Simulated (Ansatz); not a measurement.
Start from `[O]=[W]([F])([F])=[S]` and change one element to get `[O]=[Mo]([F])([F])=[S]`.

Ansatz, PBE0-D4/def2-TZVP geometries, multiplicity 1. 

Elements past krypton have def2 core potentials.

```csv
property,`[O]=[W]([F])([F])=[S]`
LUMO energy (ωB97M-V/def2-TZVPP) / eV,-0.83
size of the dipole moment (PBE/def2-TZVPP) / D,1.23
HOMO energy (ωB97M-V/def2-TZVPP) / eV,-10.41
size of the dipole moment (ωB97M-V/def2-TZVPP) / D,1.26
HOMO–LUMO gap (PBE/def2-TZVPP) / eV,3.36
LUMO energy (PBE/def2-TZVPP) / eV,-3.69
```

What does the change do to each property? (Estimate.)

Computed: 
| property | `[O]=[Mo]([F])([F])=[S]` | shift |
| --- | --- | --- |
| LUMO energy (ωB97M-V/def2-TZVPP) / eV | -1.42 | -0.59 |
| size of the dipole moment (PBE/def2-TZVPP) / D | 0.63 | -0.60 |
| HOMO energy (ωB97M-V/def2-TZVPP) / eV | -10.57 | -0.16 |
| size of the dipole moment (ωB97M-V/def2-TZVPP) / D | 0.59 | -0.67 |
| HOMO–LUMO gap (PBE/def2-TZVPP) / eV | 2.96 | -0.40 |
| LUMO energy (PBE/def2-TZVPP) / eV | -4.23 | -0.54 |

With PBE0 the HOMO falls by 0.15 eV and the LUMO falls by 0.59 eV, so the gap narrows by about 0.44 eV. PBE moves the HOMO by -0.13 eV and ωB97M-V by -0.16 eV. Dipoles are sizes alone; their direction can turn.
